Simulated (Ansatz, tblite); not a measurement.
Spin states of K2S2⁻, each relaxed with r2SCAN-D4/def2-TZVPD in Ansatz. Electronic energies in the gas phase.

The xTB rows come from tblite. B3LYP takes the VWN-RPA correlation. HOMO above LUMO, or a gap near zero within one spin, warns that the state may not be the lowest or that an electron is smeared out. The structure comes from a short search, and lower isomers may exist.

Doublet geometry (C2v within 0.1 Å):

| atom | x (Å) | y (Å) | z (Å) |
| --- | --- | --- | --- |
| K1 | -1.555 | 1.605 | -0.656 |
| K2 | 0.972 | -0.784 | 1.965 |
| S3 | -0.503 | -1.138 | -0.552 |
| S4 | 1.086 | 0.317 | -0.758 |

Quartet geometry (D2h within 0.1 Å):

```xyz
4

K    -2.403    0.506   -1.738
K     2.400   -0.521    1.738
S     0.566   -0.126   -0.819
S    -0.562    0.141    0.819
```

⟨S²⟩: doublet 0.75 at PBE0-D4/def2-TZVPD (pure 0.75), quartet 3.76 at PBE0-D4/def2-TZVPD (pure 3.75).

Run but left out: HF/STO-3G (doublet: ⟨S²⟩ 1.71, where a pure state has 0.75); HF/def2-TZVPD, MP2/def2-TZVPD, CCSD/def2-TZVPD, CCSD(T)/def2-TZVPD (flagged by the program: other roots).

Only these spin states were relaxed. The quartet has other bonds than the doublet, so the gap mixes isomer and spin.

```tsv
level	quartet − doublet (kcal/mol)	lowest of these	remarks
GFN1-xTB	95.4	doublet	–
PBE-D4/def2-TZVPD	20.9	doublet	HOMO above zero (doublet), HOMO above zero (quartet)
BHLYP-D4/def2-TZVPD	19.5	doublet	HOMO above zero (doublet)
ωB97X-V/def2-TZVPD	22.1	doublet	–
```

Estimate the rows for B97M-V/def2-TZVPD, B3LYP-D4/def2-TZVPD, PBE0-D4/def2-TZVPD, CAM-B3LYP-D4/def2-TZVPD.


```tsv
level	quartet − doublet (kcal/mol)	lowest of these	remarks
B97M-V/def2-TZVPD	25.0	doublet	HOMO above zero (doublet), HOMO above zero (quartet), gap within one spin near zero (doublet)
B3LYP-D4/def2-TZVPD	20.5	doublet	HOMO above zero (doublet), HOMO above zero (quartet)
PBE0-D4/def2-TZVPD	20.4	doublet	HOMO above zero (doublet), HOMO above zero (quartet)
CAM-B3LYP-D4/def2-TZVPD	20.2	doublet	–
```

The xTB methods have no term that favours high spin, so they put low spin too low.
